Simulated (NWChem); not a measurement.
Atomisation of C₂H₅O

```
C
O 1 1.3691
H 2 0.9654 1 109.15
H 1 1.0991 2 116.86 3 27.40
C 1 1.4853 4 120.54 2 -147.93
H 5 1.1008 1 110.60 4 -39.39
H 5 1.1039 6 108.35 1 121.64
H 5 1.1115 6 107.56 7 114.87
```
Charge 0, spin multiplicity 2.

The numbers come from NWChem runs, not from measurements. Structure: optimised with UB3LYP/def2-SVP, a minimum by its harmonic frequencies. It is one conformer; others weren't searched.

Basis set: def2-TZVP. The atomisation energy is electronic alone: no zero-point, thermal, spin-orbit or counterpoise terms. No value is extrapolated to the basis-set limit. Free atoms are single determinants with multiplicities C 3, O 3, H 2.

B3LYP has NWChem's definition, with VWN1-RPA local correlation. The structure started from a generated list of species. The stability of the SCF solutions was not checked.

Order these methods by the atomisation energy they give, lowest first: LDA (SVWN5), BHandHLYP, B3LYP, PBE0, BP86, PBE.

BHandHLYP (684.0 kcal/mol), B3LYP (705.8 kcal/mol), PBE0 (709.8 kcal/mol), PBE (723.8 kcal/mol), BP86 (731.8 kcal/mol), LDA (SVWN5) (815.5 kcal/mol)
